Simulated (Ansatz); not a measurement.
A geometry relaxed with Ansatz (an electronic-structure program) with B3LYP-D3(BJ)/def2-TZVPD, charge -1, multiplicity 1:

```xyz
4

Si    -0.0115     0.2677     0.7448
Cl     1.7587    -0.7270    -0.2191
Cl    -1.6734    -0.9092    -0.2066
H     -0.0738     1.3686    -0.3192
```

Task: Write the SMILES of this molecule.

Result: `Cl[SiH-]Cl`
